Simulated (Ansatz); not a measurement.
B₄N₄H₁₄, a cluster cut from wurtzite BN (hydrogen-capped): single points at one geometry.

```yaml
crystal:
  periodic: [false, false, false]
  atoms:
    - {symbol: B, position_ang: [-1.385985, -0.549872, -0.787075]}
    - {symbol: N, position_ang: [-1.111448, -0.916368, 0.765411]}
    - {symbol: B, position_ang: [1.164952, -0.927159, -0.791141]}
    - {symbol: N, position_ang: [-0.002616, -0.003772, -1.282608]}
    - {symbol: N, position_ang: [1.353400, -0.502505, 0.759438]}
    - {symbol: B, position_ang: [0.002686, 0.003953, 1.369135]}
    - {symbol: B, position_ang: [0.216187, 1.470335, -0.796295]}
    - {symbol: N, position_ang: [-0.237307, 1.425323, 0.756893]}
    - {symbol: H, position_ang: [-1.731343, -1.560173, -1.381035]}
    - {symbol: H, position_ang: [-2.254967, 0.320633, -0.800320]}
    - {symbol: H, position_ang: [-0.812315, -1.891170, 0.817527]}
    - {symbol: H, position_ang: [-1.980405, -0.863177, 1.293659]}
    - {symbol: H, position_ang: [0.846017, -2.115130, -0.800040]}
    - {symbol: H, position_ang: [2.209270, -0.722069, -1.391242]}
    - {symbol: H, position_ang: [-0.004631, -0.006775, -2.299967]}
    - {symbol: H, position_ang: [1.744303, -1.280612, 1.287365]}
    - {symbol: H, position_ang: [2.048526, 0.243831, 0.806379]}
    - {symbol: H, position_ang: [0.005059, 0.007571, 2.592335]}
    - {symbol: H, position_ang: [-0.486809, 2.270710, -1.394614]}
    - {symbol: H, position_ang: [1.404466, 1.787815, -0.812546]}
    - {symbol: H, position_ang: [-1.230949, 1.654315, 0.808418]}
    - {symbol: H, position_ang: [0.243897, 2.154306, 1.280333]}
basis:
  gaussian: {orbitals: def2-TZVP, initial_orbitals: start.molden}
hamiltonian: {xc: pbe}
correlation: {method: rpa}
scf: {omitted_lower_state_checks: [starts]}
```

The file start.molden holds the orbitals of an earlier run on this structure, at another level or in another basis.

```sh
$ ansatz run in.yaml --threads 4 --pin off --events-out ev --progress --plain --max-ram 4787MiB
```

Shortened log:

```
Functional definition: PBE
  name "PBE"
  cite "Perdew, Burke & Ernzerhof, Phys. Rev. Lett. 77, 3865 (1996) doi:10.1103/PhysRevLett.77.3865"
  parent pbe
  parameter kappa = 0.804
  parameter beta = 0.06672455060314922
  exchange = pbe_x(kappa = kappa, mu = beta*pi^2/3)
  correlation = pbe_c(beta = beta)
these checks for a lower state are left out or cut short: starts
2282 factors; integrals over basis functions are off by at most 1.1e-3 eV
mean field evaluation 1: about -8890.2173 eV, gradient 1.1e1 eV
mean field evaluation 2: about -8890.3702 eV, gradient 1.5e-1 eV
mean field evaluation 4: about -8890.3618 eV, gradient 2.3e-4 eV
mean field -8890.36178317 eV, -326.7147694278 hartree, gradient 2.0e-6 eV, S^2 0.000000; 0 other end points of the search recorded, 0 dependent functions left out
8 core orbitals not correlated: weight in the atoms' cores, before any rotation towards them, 1.000 or more for the frozen orbitals, at most 0.000 for the correlated occupied ones
reference -8841.70590495 eV, -324.9266988835 hartree; 23, 23 occupied and 301, 301 virtual orbitals, 2282 factors
Total energy: -8900.93441136 eV, -327.1033063476 hartree
Checks for a lower state left out: starts
```

Run time 15 s (4 threads of Arm Neoverse V2 on a shared host), peak host memory 1.5 GiB.

First input, but with `correlation: {method: mp2}`, `output: {orbitals: {seedname: orbitals}}` and without the key `hamiltonian` (abridged; 11 s):

```
Functional definition: HF
mean field -8843.83637322 eV, -325.0049921481 hartree, gradient 2.6e-6 eV, S^2 0.000000
8 core orbitals not correlated: weight in the atoms' cores, before any rotation towards them, 1.000 or more for the frozen orbitals, at most 0.000 for the correlated occupied ones
second order -35.88102038 eV of doubles, -0.00000000 eV of singles
Total energy: -8879.71739359 eV, -326.3235953259 hartree
Checks for a lower state left out: starts
```

As the first input, with `gaussian: {orbitals: def2-TZVPD, initial_orbitals: start.molden}`, `hamiltonian: {xc: {name: CAM-B3LYP}, dispersion: d4}`, `output: {orbitals: {seedname: orbitals}}` and without the key `correlation` (abridged; 16 s):

```
Functional definition: CAM-B3LYP
mean field -8898.37645361 eV, -327.0093031341 hartree, gradient 1.9e-5 eV, S^2 0.000000
Total energy: -8898.93285613 eV, -327.0297505495 hartree
Checks for a lower state left out: starts
```

The first input with `hamiltonian: {xc: {name: B3LYP}, dispersion: d4}`, `output: {orbitals: {seedname: orbitals}}` and without the key `correlation` (abridged; 8 s):

```
Functional definition: B3LYP
mean field -8903.51464340 eV, -327.1981281260 hartree, gradient 2.5e-5 eV, S^2 0.000000
Total energy: -8904.56350874 eV, -327.2366732161 hartree
Checks for a lower state left out: starts
```

The first input with `hamiltonian: {xc: {name: wB97X-V}}`, `output: {orbitals: {seedname: orbitals}}` and without the key `correlation` (abridged; 18 s):

```
Functional definition: wB97X-V
mean field -8900.78657839 eV, -327.0978735859 hartree, gradient 1.3e-5 eV, S^2 0.000000
Total energy: -8900.78657549 eV, -327.0978734794 hartree
Checks for a lower state left out: starts
```

As the first input, with `hamiltonian: {xc: r2scan, dispersion: d4}`, `output: {orbitals: {seedname: orbitals}}` and without the key `correlation` (abridged; 9.5 s):

```
Functional definition: r2SCAN
mean field -8897.64888946 eV, -326.9825656447 hartree, gradient 1.1e-5 eV, S^2 0.000000
Total energy: -8897.81963571 eV, -326.9888404537 hartree
Checks for a lower state left out: starts
```

First input, but with `gaussian: {orbitals: def2-TZVPD, initial_orbitals: start.molden}`, `hamiltonian: {xc: pbe, dispersion: d4}`, `output: {orbitals: {seedname: orbitals}}` and without the key `correlation` (abridged; 8.5 s):

```
Functional definition: PBE
mean field -8890.39939307 eV, -326.7161515663 hartree, gradient 8.7e-6 eV, S^2 0.000000
Total energy: -8891.05779721 eV, -326.7403474722 hartree
Checks for a lower state left out: starts
```

Geometry: PBE0-D4/def2-SVP.

B3LYP takes the VWN-RPA correlation. Correlated methods freeze 8 core orbitals.
